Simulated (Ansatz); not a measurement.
A nudged elastic band was laid between two geometries of Cl4Si + FH (7 atoms, charge 0, multiplicity 1).

Level of theory: RKS PBE0-D4/def2-SVP (Ansatz 0.2.0).

* movable images: 5
* climbing image: yes
* spring: 5.0 eV/Å²
* optimiser: quadratic models (default)
* start path: through a guess of the saddle point
* force threshold: 0.05 eV/Å
* iteration limit: 60
* end points: relaxed

Initial state:

```xyz
7
Properties=species:S:1:pos:R:3
Si 0.317 0.000 -0.110
Cl 0.281 0.000 1.948
Cl 2.270 -0.001 -0.679
Cl -0.589 1.674 -0.804
Cl -0.591 -1.673 -0.804
F -2.745 -0.001 1.226
H -2.086 0.000 1.875
```

Final state:

```xyz
7
Properties=species:S:1:pos:R:3
Si -0.414 0.000 -0.667
Cl -0.242 -0.001 3.614
Cl 1.459 0.000 0.094
Cl -0.759 1.670 -1.756
Cl -0.760 -1.669 -1.756
F -1.453 0.000 0.570
H -0.974 0.000 2.554
```

Question: What changes between the two ends?

Answer: Bonds broken: Si1–Cl2, F6–H7. Bonds formed: Si1–F6, Cl2–H7. Cl4Si + FH becomes Cl3FSi + ClH.

Question: Give the energies along the band, and the barrier.

Answer: It converged. The highest image is number 3 of 0 to 6, 26.8 kcal/mol above the first end and 36.1 kcal/mol above the last; the last end lies 9.3 kcal/mol below the first. A vibrational analysis at the climbing image gives one clearly imaginary mode, 577i cm⁻¹: a first-order saddle point. The orbitals stay closed-shell, which can raise the energy where a bond breaks towards radicals; this wasn't checked here.

| image | path coordinate (Å) | energy (kcal/mol) | Si1–Cl2 (Å) | F6–H7 (Å) | Si1–F6 (Å) |
| --- | --- | --- | --- | --- | --- |
| 0 | 0.00 | 0.0 | 2.06 | 0.92 | 3.34 |
| 1 | 0.57 | 2.8 | 2.08 | 0.93 | 2.76 |
| 2 | 1.13 | 13.5 | 2.17 | 0.96 | 2.21 |
| 3 | 1.70 | 26.8 | 2.43 | 1.23 | 1.81 |
| 4 | 2.41 | 10.7 | 3.05 | 1.62 | 1.65 |
| 5 | 3.12 | -5.1 | 3.65 | 1.80 | 1.62 |
| 6 | 3.82 | -9.3 | 4.28 | 2.04 | 1.62 |

Question: What is the geometry of the highest image?

Answer: 
```xyz
7
Properties=species:S:1:pos:R:3
Si -0.283 0.000 -0.067
Cl 0.087 0.000 2.335
Cl 1.774 -0.001 -0.300
Cl -0.768 1.759 -0.994
Cl -0.769 -1.759 -0.994
F -1.881 0.000 0.793
H -1.306 0.000 1.880
```

Question: What are the harmonic wavenumbers there?

Answer: 577i, 17, 116, 209, 209, 253, 279, 355, 465, 508, 529, 640, 767, 938, 1590 cm⁻¹.

Run time: 94 s on 4 threads of Arm Neoverse V2, on a shared host, peak memory 0.29 GiB.
